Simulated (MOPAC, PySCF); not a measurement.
C7H13BS, SMILES `S[C@]12CC[C@H]([C@H]1B)CC2`, neutral singlet in the gas phase. 

Cartesian coordinates (Å):
```xyz
22

B      2.2367     0.7238    -0.5021
C      0.7449     0.7453    -0.0617
C      0.3126     0.0596     1.2481
C     -1.1745     0.4310     1.3463
C     -1.6374     0.4358    -0.1308
C     -0.3593     0.0655    -0.9026
S     -0.4271     0.3754    -2.6829
C     -0.0536    -1.4201    -0.6344
C      0.4140    -1.4198     0.8437
H      2.5496     0.6497    -1.6672
H      3.1040     0.8687     0.3320
H      0.5695     1.8476    -0.0090
H      0.9013     0.3163     2.1400
H     -1.7365    -0.2820     1.9689
H     -1.2961     1.4250     1.8032
H     -2.4517    -0.2724    -0.3437
H     -1.9891     1.4327    -0.4387
H     -0.7642     1.6814    -2.5990
H     -0.9368    -2.0504    -0.8157
H      0.7425    -1.7713    -1.3102
H     -0.2019    -2.0669     1.4862
H      1.4532    -1.7747     0.9295
```
Charge 0, spin multiplicity 1.

All levels are single points at this geometry (PBE0-D3(BJ)/def2-SVP); Pople sets use spherical d functions. Orbital energies aren't observables, and empty levels follow the basis.

PM7 in MOPAC gives gap (eV) = 8.41.

**Question.** Estimate the gap (eV) from each of these levels: PBE0-D3(BJ)/def2-TZVP in PySCF; B3LYP/6-311+G** in PySCF; B3LYP/6-31G* in PySCF; B3LYP/LANL2DZ in PySCF; M06-2X/6-31G* in PySCF.

**Answer.** 
| level | gap (eV) |
|---|---|
| PBE0-D3(BJ)/def2-TZVP in PySCF | 5.24 |
| B3LYP/6-311+G** in PySCF | 4.78 |
| B3LYP/6-31G* in PySCF | 5.00 |
| B3LYP/LANL2DZ in PySCF | 4.82 |
| M06-2X/6-31G* in PySCF | 7.53 |
